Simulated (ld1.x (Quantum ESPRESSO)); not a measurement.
# Reading a pseudo-wave (B)

Columns: radius, all-electron u(r) and pseudo u(r) of the 2p shell (level -13.25 eV) of boron in the configuration [He] 2s2 2p0; PBEsol, scalar-relativistic, PAW scheme, ld1.x (Quantum ESPRESSO) 7.5.

| r (bohr) | all-electron | pseudo |
| --- | --- | --- |
| 0.095 | 0.0304 | 0.0096 |
| 0.190 | 0.0981 | 0.0377 |
| 0.285 | 0.1809 | 0.0825 |
| 0.380 | 0.2665 | 0.1414 |
| 0.475 | 0.3482 | 0.2106 |
| 0.570 | 0.4227 | 0.2861 |
| 0.665 | 0.4882 | 0.3638 |
| 0.760 | 0.5445 | 0.4394 |
| 0.855 | 0.5922 | 0.5094 |
| 0.950 | 0.6316 | 0.5707 |
| 1.045 | 0.6623 | 0.6215 |
| 1.140 | 0.6848 | 0.6605 |
| 1.235 | 0.6998 | 0.6877 |
| 1.330 | 0.7078 | 0.7036 |
| 1.425 | 0.7098 | 0.7098 |
| 1.520 | 0.7063 | 0.7077 |
| 1.615 | 0.6982 | 0.6995 |
| 1.710 | 0.6861 | 0.6867 |
| 1.805 | 0.6708 | 0.6709 |
| 1.900 | 0.6526 | 0.6526 |
| 1.995 | 0.6323 | 0.6323 |
| 2.090 | 0.6103 | 0.6103 |
| 2.185 | 0.5871 | 0.5871 |
| 2.280 | 0.5629 | 0.5629 |
| 2.375 | 0.5383 | 0.5383 |
| 2.470 | 0.5135 | 0.5135 |

(1) How many radial nodes do the two functions have?

(2) At about which radius was the pseudo-wave matched?

(3) Is the pseudo-wave norm-conserving?

Answers

(1) The all-electron 2p function has n − l − 1 = 0; the pseudo-wave has 0.

(2) 1.90 bohr, where the columns begin to agree (steps of 0.10 bohr).

(3) No, it belongs to a PAW set: the norm inside the radius is not constrained, and the difference is carried by the augmentation charge.
